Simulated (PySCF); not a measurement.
BCl₃ (SMILES ClB(Cl)Cl), singlet, at a GFN2-xTB geometry; R2SCAN/STO-3G (PySCF).

The PySCF input:
```python
from pyscf import gto, scf, dft

mol = gto.Mole()
mol.atom = '''
    B    -0.00012924    0.00017465   -0.01065182
    Cl    0.02666439    1.72290836    0.02897049
    Cl    1.47887022   -0.88426276   -0.03139692
    Cl   -1.50549659   -0.83869697    0.00555932
'''
mol.basis = 'sto-3g'
mol.verbose = 4
mol.build()

mf = dft.RKS(mol)
mf.xc = 'r2scan'
mf.init_guess = 'atom'
mf.kernel()
mf.analyze()
```

What does PySCF print? Leave out banner, timings and long lists.


```
PySCF version 2.14.0

[INPUT] verbose = 4
[INPUT] num. atoms = 4
[INPUT] num. electrons = 56
[INPUT] charge = 0
[INPUT] spin (= nelec alpha-beta = 2S) = 0
[INPUT] symmetry False subgroup None
[INPUT] Mole.unit = angstrom
[INPUT] Symbol           X                Y                Z      unit          X                Y                Z       unit  Magmom
[...]
nuclear repulsion = 232.002561440211
number of shells = 18
number of NR pGTOs = 96
number of NR cGTOs = 32
basis = sto-3g
ecp = {}

******** <class 'pyscf.dft.rks.RKS'> ********
method = RKS
initial guess = atom
damping factor = 0
level_shift factor = 0
DIIS = <class 'pyscf.scf.diis.CDIIS'>
diis_start_cycle = 1
diis_space = 8
diis_damp = 0
SCF conv_tol = 1e-09
SCF conv_tol_grad = None
SCF max_cycles = 50
direct_scf = True
direct_scf_tol = 1e-13
XC library pyscf.dft.libxc version 7.1.2
    S. Lehtola, C. Steigemann, M. J. T. Oliveira, and M. A. L. Marques,  SoftwareX 7, 1–5 (2018)
XC functionals = r2scan
    J. W. Furness, A. D. Kaplan, J. Ning, J. P. Perdew, and J. Sun,  J. Phys. Chem. Lett. 11, 8208–8215 (2020)
    J. W. Furness, A. D. Kaplan, J. Ning, J. P. Perdew, and J. Sun,  J. Phys. Chem. Lett. 11, 9248–9248 (2020)
    J. W. Furness, A. D. Kaplan, J. Ning, J. P. Perdew, and J. Sun,  J. Phys. Chem. Lett. 11, 8208–8215 (2020)
    J. W. Furness, A. D. Kaplan, J. Ning, J. P. Perdew, and J. Sun,  J. Phys. Chem. Lett. 11, 9248–9248 (2020)
radial grids:
    Treutler-Ahlrichs [JCP 102, 346 (1995); DOI:10.1063/1.469408] (M4) radial grids

becke partition: Becke, JCP 88, 2547 (1988); DOI:10.1063/1.454033
pruning grids: <function nwchem_prune>
grids dens level: 3
symmetrized grids: False
atomic radii adjust function: <function treutler_atomic_radii_adjust>
small_rho_cutoff = 0
Set gradient conv threshold to 3.16228e-05
Initial guess from superposition of atomic densities.
Spherically averaged atomic HF for {'B', 'Cl'}

******** <class 'pyscf.scf.atom_hf.AtomSphAverageRHF'> ********
method = AtomSphAverageRHF
initial guess = minao
damping factor = 0
level_shift factor = 0
DIIS = <class 'pyscf.scf.diis.CDIIS'>
diis_start_cycle = 1
diis_space = 8
diis_damp = 0
SCF conv_tol = 1e-09
SCF conv_tol_grad = None
SCF max_cycles = 50
direct_scf = True
direct_scf_tol = 1e-13
atom = B
Set gradient conv threshold to 3.16228e-05
Initial guess from minao.
init E= -23.9245780263925
cycle= 1 E= -23.9308579815754  delta_E= -0.00628  |g|=    0  |ddm|= 0.0443
cycle= 2 E= -23.9308579815754  delta_E=    0  |g|=    0  |ddm|=    0
Extra cycle  E= -23.9308579815754  delta_E=    0  |g|=    0  |ddm|=    0
Atomic HF for atom  B  converged. SCF energy = -23.9308579815754

******** <class 'pyscf.scf.atom_hf.AtomSphAverageRHF'> ********
method = AtomSphAverageRHF
initial guess = minao
damping factor = 0
level_shift factor = 0
DIIS = <class 'pyscf.scf.diis.CDIIS'>
diis_start_cycle = 1
diis_space = 8
diis_damp = 0
SCF conv_tol = 1e-09
SCF conv_tol_grad = None
SCF max_cycles = 50
direct_scf = True
direct_scf_tol = 1e-13
atom = Cl
Set gradient conv threshold to 3.16228e-05
Initial guess from minao.
init E= -453.935536967886
cycle= 1 E= -454.330516972554  delta_E= -0.395  |g|=    0  |ddm|= 0.0894
cycle= 2 E= -454.33052218714  delta_E= -5.21e-06  |g|=    0  |ddm|= 0.000733
cycle= 3 E= -454.330522187455  delta_E= -3.15e-10  |g|=    0  |ddm|= 5.74e-06
Extra cycle  E= -454.330522187455  delta_E= 1.71e-13  |g|=    0  |ddm|= 1.05e-10
Atomic HF for atom  Cl  converged. SCF energy = -454.330522187455

tot grids = 70688
init E= -1390.34548610248
[...]
cycle= 1 E= -1390.09964699387  delta_E= 0.246  |g|= 0.477  |ddm|= 3.07
[...]
cycle= 2 E= -1389.95880502487  delta_E= 0.141  |g|= 0.829  |ddm|= 2.05
[...]
cycle= 3 E= -1390.19523605348  delta_E= -0.236  |g|= 0.00554  |ddm|= 1.23
[...]
cycle= 4 E= -1390.1952497841  delta_E= -1.37e-05  |g|= 0.00148  |ddm|= 0.0134
[...]
cycle= 5 E= -1390.19525054625  delta_E= -7.62e-07  |g|= 0.000122  |ddm|= 0.00198
[...]
cycle= 6 E= -1390.195250552  delta_E= -5.75e-09  |g|= 4.3e-06  |ddm|= 0.000234
[...]
cycle= 7 E= -1390.19525055201  delta_E= -9.09e-12  |g|= 6.08e-07  |ddm|= 7.94e-06
[...]
Extra cycle  E= -1390.19525055201  delta_E= -1.82e-12  |g|= 5.69e-07  |ddm|= 3.34e-06
converged SCF energy = -1390.19525055201
**** SCF Summaries ****
Total Energy =                       -1390.195250552014841
Nuclear Repulsion Energy =             232.002561440210570
One-electron Energy =                -2382.234743456162960
Two-electron Energy =                  760.036931463937435
Two-electron Coulomb Energy =          848.610487145762249
DFT Exchange-Correlation Energy =      -88.573555681824772
HOMO-LUMO gap [eV] =                     6.191935777269461
**** MO energy ****
[...]
 ** Mulliken pop on meta-lowdin orthogonal AOs  **
 ** Mulliken pop  **
[...]
 ** Mulliken atomic charges  **
charge of    0B =      0.05264
charge of    1Cl =     -0.01754
charge of    2Cl =     -0.01755
charge of    3Cl =     -0.01755
Dipole moment(X, Y, Z, Debye): -0.00039,  0.00057, -0.03112
```
